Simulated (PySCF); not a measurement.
Mg(H)(iPr) (C₃H₈Mg), SMILES C[CH](C)[MgH].

Geometry optimised at ωB97X-D3(BJ)/def2-SVP.

Calculation: PySCF with r2SCAN/def2-TZVP.

Symmetry labels are those of the subgroup Cs that the program uses (full group Cs).

List the valence orbital energies around the gap with their symmetry. (An estimate is asked for; the answer gives what the named calculation found.)


| orbital | symmetry | energy (eV) |
|---|---|---|
| HOMO−7 | A' | -10.91 |
| HOMO−6 | A' | -10.52 |
| HOMO−5 | A" | -9.75 |
| HOMO−4 | A" | -9.25 |
| HOMO−3 | A" | -8.07 |
| HOMO−2 | A' | -7.93 |
| HOMO−1 | A' | -6.96 |
| HOMO | A' | -5.13 |
| LUMO | A' | -0.58 |
| LUMO+1 | A' | -0.52 |
| LUMO+2 | A" | -0.50 |
| LUMO+3 | A' | 1.72 |
